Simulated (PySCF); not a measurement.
**Dipole moment and polarisability of MoOCl4**

MoOCl4 (singlet state).
Geometry (PBE0-D3(BJ)/def2-SVP, Å), atoms numbered from 1 in this order:
```
atom  x, y, z in Å
Mo1    0.000    0.000    0.095
O2     0.000   -0.009    1.729
Cl3    2.224    0.005   -0.454
Cl4   -0.003    2.225   -0.447
Cl5   -2.223   -0.002   -0.454
Cl6    0.004   -2.220   -0.469
```

Level: CAM-B3LYP/def2-SVPD (PySCF), static field, nuclei fixed, core orbitals frozen in the response. The polarisability tensor in these axes (au):

```
x   126.45   0.00   0.00
y     0.00 126.34   0.26
z     0.00   0.26  76.63
```

Task: Give the principal values, the mean and the anisotropy Δα = √{½[(α1 − α2)² + (α2 − α3)² + (α1 − α3)²]}.

Result: Principal values 76.63, 126.34 and 126.45 au; mean 109.81 au = 16.27 Å³ = 18.10 × 10⁻⁴⁰ C²·m²/J; Δα = 49.76 au (45 % of the mean).

Task: What is the dipole moment?

Result: 0.07 D at this geometry.

Task: Molar refractivity from α?

Result: Lorentz–Lorenz: R = (4π/3)N_A α = 2.5225 cm³/(mol·Å³) × 16.27 Å³ = 41.0 cm³/mol, in the limit of long wavelengths.

Task: Refractivity n − 1 of an ideal gas of it at 400 K and 1 atm, from the electronic α?

Result: N = p/kT = 1.8347 × 10¹⁹ cm⁻³, so n − 1 = 2π × N × 16.27 × 10⁻²⁴ cm³ = 1876 × 10⁻⁶ at long wavelengths, for an ideal gas.

Task: Form Σ f/ω² (atomic units) for the 10 lowest TDDFT singlets, given as eV and f, and set it beside the mean polarisability, which is this sum over all singlets: 2.27, 0.0000; 2.55, 0.0000; 2.75, 0.0296; 2.76, 0.0301; 2.90, 0.0182; 2.91, 0.0179; 3.52, 0.0000; 3.85, 0.0005; 3.86, 0.0005; 4.11, 0.0056.

Result: They add up to 9.29 au, 8.5 % of the 109.81 au; the largest single term is 2.93 au, from the state at 2.76 eV. Terms in order: 0.00, 0.00, 2.89, 2.93, 1.60, 1.57, 0.00, 0.03, 0.02, 0.24 au. Higher excitations give the rest. The strengths listed sum to 0.102.

Geometry: PBE0-D3(BJ)/def2-SVP; no solvent, vibrations or thermal averaging. Atoms past krypton carry effective core potentials; spin–orbit coupling is left out.
